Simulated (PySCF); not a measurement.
CH4Cl2NTa, SMILES [Ta]([Cl])(=[NH])([Cl])[CH3], multiplicity 1.

Geometry optimised at PBE0-D3(BJ)/def2-SVP. The spin state was assumed, not searched. The structure was generated by enumeration; whether it is a known compound was not checked. The def2 effective core potentials stand for the cores of Ta; spin–orbit coupling is left out.

Computed with PBE/def2-TZVP in PySCF.

Symmetry labels are those of the subgroup Cs that the program uses (full group Cs).

Q: List the valence orbital energies around the gap with their symmetry. (The exact figures need the calculation; the answer reports its results.)

A: 
```csv
orbital,symmetry,energy (eV)
HOMO−7,A",-9.38
HOMO−6,A',-8.62
HOMO−5,A",-8.58
HOMO−4,A',-8.34
HOMO−3,A",-8.14
HOMO−2,A',-7.60
HOMO−1,A',-7.05
HOMO,A",-6.90
LUMO,A",-2.90
LUMO+1,A',-2.41
LUMO+2,A',-1.41
LUMO+3,A",-0.80
```
